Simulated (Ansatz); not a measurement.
Dimer: PH3 (SMILES P) (first 4 atoms) with AsH3 (SMILES [AsH3]); geometry from B3LYP-D3(BJ)/def2-TZVP, rigid monomers moved along the line of their centres of mass till P1···As5 is 4.19 Å.
(charge 0, multiplicity 1):
```xyz
8

P     -0.02369     0.12211    -0.47462
H      1.38807    -0.00196    -0.46010
H     -0.23775    -1.26422    -0.27260
H     -0.11149     0.02547    -1.88833
As     0.24363     0.43314     3.69226
H      0.34245     0.55943     5.21084
H     -1.26613     0.63338     3.70862
H      0.50128     1.92022     3.48686
```

Counterpoise-corrected where a basis set is named; no monomer relaxation.

Cores are frozen in the correlated methods. Filled d and f shells under p-block atoms count as core. CBS: X⁻³ extrapolation of the correlation energy, Hartree–Fock from the larger set.

Codes used: Ansatz (a program for electronic structure) with Gaussian orbitals. Each number belongs to the level named beside it.

Give the interaction energy at the level r2SCAN/def2-TZVPPD.

-29 meV
